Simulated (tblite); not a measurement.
Start geometry of `c1(c(F)c[c]cc1Cl)O` [radical] from a force field or distance geometry (Å):
```
atom  x, y, z in Å
O1     2.1570    0.6601    0.0813
C2     0.8257    0.3031   -0.0003
C3    -0.0655    1.1597   -0.5969
F4     0.3391    2.3407   -1.1158
C5    -1.4237    0.8288   -0.6873
C6    -1.8769   -0.3811   -0.1766
C7    -0.9745   -1.2522    0.4355
C8     0.3812   -0.9094    0.5342
Cl9    1.4774   -2.0088    1.2920
H10    2.6254   -0.0548    0.5398
H11   -2.1193    1.5125   -1.1743
H12   -1.3448   -2.1992    0.8423
```

Question: What comes out of this run: GFN2-xTB geometry optimisation, gas phase (tblite 0.8.0)?

Answer: 
```
atom  x, y, z in Å
O1     2.130    0.650    0.084
C2     0.833    0.296    0.010
C3    -0.085    1.156   -0.601
F4     0.347    2.323   -1.104
C5    -1.433    0.832   -0.698
C6    -1.813   -0.364   -0.170
C7    -0.993   -1.263    0.440
C8     0.352   -0.911    0.524
Cl9    1.492   -1.986    1.285
H10    2.624   -0.053    0.536
H11   -2.114    1.519   -1.174
H12   -1.341   -2.200    0.843
```

The energy falls by 0.157 eV over 13 L-BFGS steps, the largest force on an atom goes from 2.49 to 0.009 eV/Å, and the atoms move by 0.027 Å rms after alignment. Among the bonds, O1–C2 and C6–C7 change most and about equally (-0.035 to -0.034 Å). Bonds longer at the end by more than 0.005 Å: 2 of 12; shorter: 8. Among the angles that change most is C5–C6–C7, from 119.6° to 125.8°. Rotational constants go from 2427, 1158, 783.9 to 2468, 1171, 794.1 MHz. The orientation of the end geometry is arbitrary; only internal coordinates are fixed.

Hardware: one thread of an Arm Neoverse V2, no GPU, shared host. Cost: under 0.1 s.

Its GFN2-xTB frequencies are all real (lowest 118 cm⁻¹).

One conformer stands for the species.

The numbers are calculated, not measured.
